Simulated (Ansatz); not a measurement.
`N[SiH2][GeH2][NH2]` + `N[Si@H](F)S[Si@@H](N)O` → `N[SiH2]S[SiH](N)F` + `[NH2][GeH2][SiH](N)O`  (redistribution)

Computed with Ansatz on PBE0-D4/def2-TZVP structures; ΔE is electronic, products minus reactants. CBS: MP2 limit from def2 TZ/QZ plus the TZ coupled-cluster correction, frozen cores. Functionals use def2-TZVPP. B3LYP here is the variant with VWN-RPA as its local correlation; programs differ in this. For Ge outer-core shells are correlated without core-valence functions, which leaves a few kJ/mol of doubt a bond. Scalar relativity is left out up to krypton. Each species was taken in one conformer, which may not be the lowest.

`N[SiH2][GeH2][NH2]`:

Cartesian coordinates in Å:
```
N -0.028 -1.994 0.341
Si -1.083 -0.734 -0.196
Ge 0.291 1.155 -0.710
N 1.254 1.776 0.749
H -0.414 -2.776 0.846
H 0.713 -2.304 -0.269
H -1.961 -1.079 -1.359
H -1.986 -0.418 0.945
H -0.535 2.349 -1.223
H 1.335 0.774 -1.782
H 1.755 1.033 1.219
H 0.658 2.217 1.439
```

`N[Si@H](F)S[Si@@H](N)O`:

Z-matrix (Å, degrees):
```
Si
O 1 1.624
S 1 2.188 2 108.2
N 1 1.692 2 110.4 3 120.7
H 1 1.479 2 114.3 3 -119.1
H 2 0.977 1 115.6 3 21.5
Si 3 2.095 1 101.4 2 -40.7
H 4 1.005 1 121.1 2 147.4
H 4 1.006 1 122.9 2 -54.2
N 7 1.729 3 109.8 1 55.6
F 7 1.597 3 113.8 1 -59.3
H 7 1.479 3 107.9 1 -177.4
H 10 1.011 7 117.0 3 60.5
H 10 1.011 7 117.0 3 -165.6
```

`N[SiH2]S[SiH](N)F`:

Z-matrix (Å, degrees):
```
Si
S 1 2.171
N 1 1.706 2 117.0
H 1 1.481 2 108.0 3 122.6
H 1 1.482 2 103.0 3 -119.8
Si 2 2.105 1 98.1 3 -44.2
H 3 1.008 1 119.0 2 -67.8
H 3 1.009 1 117.1 2 69.4
N 6 1.708 2 109.5 1 -39.6
F 6 1.600 2 113.4 1 76.5
H 6 1.480 2 107.3 1 -168.2
H 9 1.008 6 119.6 2 -45.0
H 9 1.009 6 119.8 2 171.1
```

`[NH2][GeH2][SiH](N)O`:

Z-matrix (Å, degrees):
```
Ge
Si 1 2.375
N 1 1.848 2 106.6
H 1 1.556 2 109.9 3 -123.4
H 1 1.541 2 113.5 3 117.7
O 2 1.658 1 101.2 3 36.5
N 2 1.708 1 110.1 3 160.6
H 2 1.489 1 115.5 3 -81.7
H 3 1.011 1 114.6 2 -167.4
H 3 1.012 1 111.7 2 -43.5
H 6 0.959 2 117.9 1 -173.6
H 7 1.006 2 122.7 1 149.3
H 7 1.006 2 123.2 1 -46.7
```

```json
{"level": "PBE-D4", "ΔE (kJ/mol)": "12.1", "difference from CCSD(T)/CBS": "4.9"}
{"level": "r2SCAN-D4", "ΔE (kJ/mol)": "11.5", "difference from CCSD(T)/CBS": "4.3"}
{"level": "PBE0-D4", "ΔE (kJ/mol)": "10.1", "difference from CCSD(T)/CBS": "2.9"}
{"level": "B3LYP-D4", "ΔE (kJ/mol)": "8.3", "difference from CCSD(T)/CBS": "1.1"}
{"level": "ωB97X-V", "ΔE (kJ/mol)": "5.5", "difference from CCSD(T)/CBS": "-1.7"}
{"level": "ωB97M-V", "ΔE (kJ/mol)": "5.3", "difference from CCSD(T)/CBS": "-1.9"}
{"level": "B2PLYP", "ΔE (kJ/mol)": "8.5", "difference from CCSD(T)/CBS": "1.3"}
{"level": "PBE", "ΔE (kJ/mol)": "12.9", "difference from CCSD(T)/CBS": "5.7"}
{"level": "r2SCAN", "ΔE (kJ/mol)": "11.6", "difference from CCSD(T)/CBS": "4.4"}
{"level": "PBE0", "ΔE (kJ/mol)": "10.8", "difference from CCSD(T)/CBS": "3.6"}
{"level": "B3LYP", "ΔE (kJ/mol)": "9.6", "difference from CCSD(T)/CBS": "2.4"}
{"level": "HF/def2-TZVPP", "ΔE (kJ/mol)": "1.5", "difference from CCSD(T)/CBS": "-5.7"}
{"level": "MP2/def2-TZVPP", "ΔE (kJ/mol)": "7.0", "difference from CCSD(T)/CBS": "-0.2"}
{"level": "SCS-MP2/def2-TZVPP", "ΔE (kJ/mol)": "5.4", "difference from CCSD(T)/CBS": "-1.8"}
{"level": "CCSD/def2-TZVPP", "ΔE (kJ/mol)": "6.2", "difference from CCSD(T)/CBS": "-1.0"}
{"level": "CCSD(T)/def2-TZVPP", "ΔE (kJ/mol)": "7.8", "difference from CCSD(T)/CBS": "0.6"}
{"level": "HF/def2-QZVPP", "ΔE (kJ/mol)": "1.8", "difference from CCSD(T)/CBS": "-5.4"}
{"level": "MP2/def2-QZVPP", "ΔE (kJ/mol)": "6.8", "difference from CCSD(T)/CBS": "-0.4"}
{"level": "SCS-MP2/def2-QZVPP", "ΔE (kJ/mol)": "5.2", "difference from CCSD(T)/CBS": "-2.0"}
{"level": "HF/CBS(def2)", "ΔE (kJ/mol)": "1.8", "difference from CCSD(T)/CBS": "-5.4"}
{"level": "MP2/CBS(def2)", "ΔE (kJ/mol)": "6.4", "difference from CCSD(T)/CBS": "-0.8"}
{"level": "CCSD/CBS(def2)", "ΔE (kJ/mol)": "5.5", "difference from CCSD(T)/CBS": "-1.7"}
{"level": "CCSD(T)/CBS", "ΔE (kJ/mol)": "7.2", "difference from CCSD(T)/CBS": "0"}
```

Largest T1 diagnostic among the species: 0.012.

In def2-TZVPP, CCSD(T) changes the Hartree–Fock value by +6.3 kJ/mol (the triples alone add +1.7 kJ/mol) and MP2 by +5.5 kJ/mol.
